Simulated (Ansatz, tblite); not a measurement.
Isomers of W4Se8⁺ (doublet), found by a short tight-binding search and relaxed with PBE-D4/def2-SVP in Ansatz.

In the def2 sets W takes a core potential; there is no spin–orbit coupling. The xTB rows come from tblite. Correlated methods freeze 72 core orbitals; core or outer-core shells of W, Se are correlated, in sets that lack core-valence functions. Single mean-field runs in def2-TZVP are fitted with def2-universal-jkfit.

Run but left out: HF/def2-SVP, MP2/def2-SVP (A: ⟨S²⟩ 4.52, where a pure state has 0.75).

A: At PBE0-D4/def2-SVP, PBE0-D4/def2-TZVP the charge 1 doublet is spin-contaminated (final ⟨S²⟩ up to 0.83, 0.75 for a pure state).

Other spin states weren't relaxed.

A:

```xyz
12

W     0.201    1.243    0.617
W     1.060   -0.153   -1.193
W     2.064    2.188   -0.672
W    -1.583   -1.054   -0.163
Se    0.312   -2.657    0.781
Se   -0.424   -0.810    2.193
Se   -3.352   -2.481   -0.135
Se    2.516    1.882    1.665
Se   -0.891   -0.934   -2.530
Se   -2.385    1.171    0.357
Se    2.426   -1.872   -0.150
Se    0.056    3.478   -0.771
```

B:

```xyz
12

W    -0.045   -1.412    0.622
W    -0.009   -0.066   -1.600
W    -1.558    1.234    0.519
W     2.140   -1.173   -0.690
Se    1.631   -1.026   -3.135
Se   -0.555   -0.167    2.702
Se   -3.681    2.031    0.409
Se   -0.314    2.325   -1.314
Se   -0.300    2.220    2.373
Se   -2.128   -1.148   -0.732
Se    3.328    0.474    0.362
Se    1.492   -3.291    0.484
```

Estimate their order by electronic energy at PBE0-D4/def2-TZVP, counted from the lowest.

B (0.00) < A (2.42), in eV.

Do the other levels pick the same lowest one?

All that were run do. Energies above each level's lowest (eV):

```tsv
level	A	B
GFN1-xTB	2.23	0.00
GFN2-xTB	1.02	0.00
LDA (SPW92)/def2-TZVP	1.96	0.00
PBE-D4/def2-SVP	1.98	0.00
PBE-D4/def2-TZVP	2.12	0.00
r2SCAN-D4/def2-TZVP	2.38	0.00
PBE0-D4/def2-SVP	2.27	0.00
PBE0-D4/def2-TZVP	2.42	0.00
RPA@PBE/def2-SVP	2.15	0.00
```
Point groups (tolerance 0.1 Å): A not assigned, B not assigned. Lower isomers may exist. From def2-SVP to def2-TZVP the PBE0 values move by up to 0.15 eV, so results in the small set are rough.
